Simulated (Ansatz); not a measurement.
FGeH (SMILES [F][GeH]), charge 0, multiplicity 1, relaxed at each level with Ansatz (a program for electronic structure); harmonic frequencies from differences of analytic forces, average atomic masses, frozen cores.

**Question.** Give the equilibrium geometry, the harmonic frequencies and the zero-point energy at r2SCAN/def2-TZVPP.

**Answer.** 
(charge 0, multiplicity 1):
```xyz
3

Ge    -0.11214    -0.22579     0.27723
H     -0.97882    -1.04548    -0.80144
F      0.50533     0.91830    -0.90412
```
Frequencies (cm⁻¹): 666, 774, 1854. Zero-point energy 4.71 kcal/mol.

**Question.** Give the equilibrium geometry, the harmonic frequencies and the zero-point energy at CCSD(T)/cc-pVTZ.

**Answer.** 
(charge 0, multiplicity 1):
```xyz
3

Ge    -0.11229    -0.22367     0.26920
H     -0.98452    -1.05421    -0.79692
F      0.51117     0.92490    -0.90061
```
Frequencies (cm⁻¹): 681, 780, 1883. Zero-point energy 4.78 kcal/mol.

Doubts at one or more of the structures used: a restricted determinant that unrestricted orbitals would lower (CCSD(T)/cc-pVTZ).
